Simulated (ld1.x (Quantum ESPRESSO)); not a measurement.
## oxygen: excitation energies, all-electron against PAW

```json
{"Element": "O", "Generator": "ld1.x (Quantum ESPRESSO) 7.5", "Type": "PAW", "Functional": "LDA (PZ)", "Relativity": "scalar-relativistic", "Frozen core": "[He]", "Valence charge": "6", "Reference configuration": "2s1.75 2p4.25", "Partial waves": "2s (bound): rcut 0.90, rcutus 1.00 bohr; 2s channel at -1.1 Ry: rcut 0.90, rcutus 1.00 bohr; 2p (bound): rcut 1.80, rcutus 2.25 bohr; 2p channel at 0.9 Ry: rcut 1.80, rcutus 2.25 bohr; 3d channel at -0.15 Ry: rcut 1.25, rcutus 1.65 bohr; 3d channel at 1.9 Ry: rcut 1.25, rcutus 1.65 bohr", "Local potential": "all-electron potential smoothed inside 1.95 bohr (lloc = -2)", "Core correction": "Bessel-smoothed model core, default radius (core density twice the valence density)", "Augmentation charge": "PSQ, inside the norm-conserving radii"}
```

Energies are relative to the spin-unpolarised reference configuration 2s1.75 2p4.25; without spin polarisation the order of configurations can differ from experiment. Spin-polarised rows fill each open shell by Hund’s rule, majority spin first. Not all tests gave a result: 2 of 9 tests not solved or not reliable. Left out of the table: 2s2 2p3 (solver errors, printed error -235 eV); 2s2 2p2 (solver errors, printed error -190 eV).

| valence configuration | charge | ΔE all-electron (eV) | error AE − PS (meV) |
| --- | --- | --- | --- |
| 2s2 2p4 | 0 | -3.640 | 0.0 |
| 2s0 2p6 | 0 | 25.587 | -2.6 |
| 2s2 2p4.3 | -0.3 | -5.814 | 0.0 |
| 2s2 2p3.5 | +0.5 | 2.725 | -2.0 |
| 2s2 2p4 (spin-polarised) | 0 | -5.050 | -2.5 |

(1) What are ΔE and the potential's error for 2s1.75 2p4.25 (spin-polarised)?

(2) What are ΔE and the potential's error for 2s2 2p0?

Levels in the configuration 2s2 2p3.5:

```
level  all-electron (eV)  pseudo (eV)
   2s            -31.156      -31.163
   2p            -16.431      -16.439
```

Results:

(1) ΔE = -1.436 eV all-electron; the error (AE − PS) is -2.0 meV.

(2) ΔE = 177.570 eV all-electron; the error (AE − PS) is +146 meV.
